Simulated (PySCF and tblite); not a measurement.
C8H10, numbered as in [CH3:1][CH2:2][c:3]1[cH:4][cH:5][cH:6][cH:7][cH:8]1.

Search: ETKDG and KDG, MMFF94s, GFN2-xTB, 60 starts; geometries at GFN2-xTB. Free energies are PBE0-D3(BJ)/pcSseg-1 (IEF-PCM, chloroform) single points with GFN2-xTB rigid-rotor and vibrational terms (modes under about 100 cm⁻¹ blended into free rotors). Symmetry numbers and mirror images are counted. Conformers within 3 kcal/mol (GFN2-xTB free energy) were kept, 10 at most. GIAO shieldings: PBE0/pcSseg-1 (IEF-PCM, chloroform). Shifts are against TMS (¹H), TMS (¹³C) at the same level. Run with PySCF (density fitting) and tblite.

Torsions listed: C1–C2–C3–C4.

| conformer | shape | weight % | dipole D |
| --- | --- | --- | --- |
| 1 | -89° | 100.0 | 0.54 |

(1) How do the computed shifts compare with measured ones?

## Answers

(1) 
```tsv
nucleus	signal	leading conformer	average	measured	medium
¹H	H1	1.21	1.21	1.21	not stated per compound (mostly CDCl3 or CCl4)
¹H	H2	2.71	2.71	2.63	not stated per compound (mostly CDCl3 or CCl4)
¹³C	C1	22.9	22.9	15.8	not stated per compound (mostly CDCl3 or CCl4)
¹³C	C2	35.3	35.3	29.1	not stated per compound (mostly CDCl3 or CCl4)
```

Measured values: Pretsch, Buehlmann, Badertscher, Structure Determination of Organic Compounds, 4th ed. (2009). Mean difference for ¹H: 0.04 ppm, scatter 0.04 ppm. Mean difference for ¹³C: 6.65 ppm, scatter 0.45 ppm. The computed shifts are unscaled and lack vibrational corrections.
